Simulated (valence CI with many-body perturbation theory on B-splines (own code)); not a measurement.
# Bi XII in three bases

Computed by relativistic CI+MBPT: four valence electrons over a frozen Dirac-Fock core [Xe] 4f14, radial functions for each j: 7 s, 7 p, 8 d, 6 f, 4 g, 1 h, with the one-electron correlation potential Σ1 (screened to all orders), the two-electron term Σ2, the three-electron term Σ3, Breit, model QED; selected single and double excitations, second order for the rest, scaled by the run's own slope (own B-spline code, finite nucleus).

No measured levels were compared; by estimate terms of the open shell hold to 2 to 4 % of their energy, and close levels can change places. Only levels of the ground parity were solved; by the run's estimate the other parity begins above the list, which can be wrong where configurations are misplaced.

The reference run has the lowest level (5d3/2^4) J=0 and an ionisation energy of 209.017 eV. Its largest variational space holds 19998 state functions.

Levels are named by their leading jj configuration (3d3/2^4 stands for four electrons in 3d with j = 3/2), which in mixed levels can hold well under half, so a name can repeat and another be missing. Letters in brackets count levels of one name in rising energy.

Changed runs:
A. basis 6 s, 6 p, 5 d, 5 f, 1 g
B. basis 5 s, 5 p, 4 d, 4 f

Excitation energies of the reference run in cm⁻¹, and shifts in cm⁻¹:

```
                    Level  Reference       A       B
      (5d3/2^3 5d5/2) J=1      20922    -181    -392
      (5d3/2^3 5d5/2) J=2      33044    -191    -290
      (5d3/2^3 5d5/2) J=4      37699     +21    +380
      (5d3/2^3 5d5/2) J=3      39014    -120     -13
(5d3/2^2 5d5/2^2) J=0 [a]      55751     -81    -117
(5d3/2^2 5d5/2^2) J=4 [a]      58446    -117     +73
(5d3/2^2 5d5/2^2) J=2 [a]      61966     +52    +727
(5d3/2^2 5d5/2^2) J=3 [a]      62008     -46    +457
    (5d3/2^2 5d5/2^2) J=5      67473    +6.3    +664
    (5d3/2^2 5d5/2^2) J=1      69903    +9.0    +539
    (5d3/2^2 5d5/2^2) J=6      71894     +70    +892
(5d3/2^2 5d5/2^2) J=4 [b]      76926     +83    +882
   Ionisation energy (eV)    209.017  -0.064  -0.134
```
